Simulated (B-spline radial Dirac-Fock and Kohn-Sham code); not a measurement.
## X-ray form factors of promethium in several charge states

Calculated with a radial finite-basis atomic code, using Dirac-Fock densities.

Configurations: Pm⁴⁵⁺ [Ne] 3s2 3p4; Pm⁴⁷⁺ [Ne] 3s2 3p2; Pm⁴⁹⁺ [Ne] 3s2; Pm⁵²⁺ [He] 2s2 2p5. The first column is f₀ of Pm⁴⁵⁺, the others are differences from it.

```csv
s (Å⁻¹),Pm⁴⁵⁺,Δ Pm⁴⁷⁺,Δ Pm⁴⁹⁺,Δ Pm⁵²⁺
0,16.000,-2.000,-4.000,-7.000
0.05,15.992,-1.998,-3.995,-6.993
0.1,15.967,-1.990,-3.981,-6.971
0.15,15.925,-1.979,-3.958,-6.936
0.2,15.867,-1.962,-3.926,-6.887
0.25,15.793,-1.941,-3.885,-6.824
0.3,15.704,-1.916,-3.835,-6.747
0.35,15.599,-1.886,-3.777,-6.659
0.4,15.479,-1.852,-3.711,-6.557
0.45,15.346,-1.815,-3.637,-6.445
0.5,15.199,-1.773,-3.557,-6.321
0.6,14.869,-1.681,-3.376,-6.043
0.7,14.495,-1.578,-3.173,-5.731
0.8,14.084,-1.466,-2.953,-5.390
0.9,13.644,-1.347,-2.719,-5.029
1,13.182,-1.225,-2.478,-4.654
1.1,12.705,-1.101,-2.233,-4.272
1.2,12.221,-0.978,-1.989,-3.890
1.4,11.257,-0.742,-1.519,-3.149
1.6,10.332,-0.530,-1.096,-2.473
```
